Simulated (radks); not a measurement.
Species: neutral titanium. Configuration: [Ar] 3d2 4s2. Calculated with a radial shooting solver on a logarithmic mesh with Libxc functionals: scalar-relativistic Kohn-Sham, PBE, spin-unpolarised, spherical densities, finite nucleus; Fermi nuclear charge, rms radius 3.5921 fm.

Local quantities along the radius. ELF = 1/(1 + alpha^2) is the electron localisation function; alpha = (tau - tau_W)/tau_unif compares the Pauli kinetic energy density with that of the uniform gas; -r V(r) is the screened charge that the Kohn-Sham potential presents (atomic units); 4 pi r^2 rho is in e/bohr; s = |grad rho|/(2 (3 pi^2)^(1/3) rho^(4/3)) is the reduced gradient. tau is taken from the large components.

r (bohr)    ELF    alpha  -r V(r)  4 pi r^2 rho       s
0.004606  1.000  0.01545    21.70         1.661  0.4365
0.006143  1.000  0.01675    21.58         2.740  0.4346
0.008128  1.000  0.01873    21.43         4.364  0.4386
0.01076   1.000  0.02184    21.24         6.757  0.4488
0.01434   0.999  0.02708    20.97         10.19  0.4670
0.01898   0.999  0.03585    20.63         14.46  0.4944
0.02511   0.997  0.05205    20.20         19.24  0.5343
0.03349   0.993  0.08649    19.64         23.67  0.5931
0.04432   0.974   0.1644    18.95         26.02  0.6711
0.05864   0.883   0.3644    18.12         25.33  0.7616
0.07821   0.559   0.8880    17.09         22.10  0.8034
0.1035    0.281    1.601    15.90         19.59  0.6402
0.1369    0.346    1.376    14.57         21.12  0.3569
0.1826    0.667   0.7061    13.11         26.06  0.3072
0.2416    0.834   0.4466    11.55         27.82  0.4495
0.3197    0.805   0.4925    9.941         21.74  0.6963
0.4264    0.345    1.379    8.274         11.95  0.9480
0.5642    0.136    2.515    6.644         7.939  0.4727
0.7465    0.614   0.7923    5.316         9.660  0.2388
0.9956    0.828   0.4558    3.943         9.767  0.4965
1.317     0.698   0.6579    2.796         6.108  0.8390
1.743     0.268    1.652    1.932         2.658   1.167
2.325     0.136    2.521    1.341         1.269  0.9688
3.076     0.469    1.065    1.057        0.8918  0.8756
4.07      0.800   0.5005   0.8001        0.5242   1.373
5.428     0.820   0.4688   0.5409        0.1800   2.559
7.182     0.607   0.8055   0.4042       0.03448   5.478
9.503     0.127    2.619   0.2278      0.003035   15.10

On this mesh the ELF has minima near r = 0.12, 0.56, 2.3 bohr, which separate the shells, and maxima near 0.28 (0.84), 1.00 (0.83), 4.7 (0.83).
